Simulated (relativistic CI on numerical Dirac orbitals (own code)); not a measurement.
Calculated at this level of theory: Dirac-Coulomb-Breit CI, orbitals from a KLI potential per configuration, model QED (radiative potential, 1s self-energy scaled to tabulated hydrogen-like ionisation energies), unscaled Slater integrals (own radial code, finite nucleus).

The strongest absorption lines from the ground level of an ion, among the configurations computed and to levels below about 432 eV (vacuum wavelength in Å, gf): 32.251 (0.49), 33.690 (1), 33.884 (0.62), 34.120 (1), 34.175 (0.49), 34.232 (2.1), 34.322 (2.7), 35.391 (1.1).

Question: Which ion is it?
A. Ar8+
B. Ar10+
C. Ti14+
D. Ar12+

Answer: B. Ar10+ has 8 electrons and the ground level 2s²2p⁴ ³P2; the strongest line goes to 2s²2p³3d ³D°3. The pattern of lines fixes the number of electrons, and along that sequence the line energies rise steadily with the charge (about as its square where n changes within one kind of shell, about linearly where n is kept but much faster in heavy ions where fine structure, which grows about as Z⁴, sets the gap, and irregularly where shells cross), which fixes Z. Configurations outside the model, such as inner-shell arrays, can give stronger lines. At this charge energies of transitions that change n are usually good to better than 1 %, and those within a shell (Δn = 0) to a few per cent.

LS names give the leading component of a level, which can be under half, so a name can repeat, a term be missing and a line seem to break the LS rules.
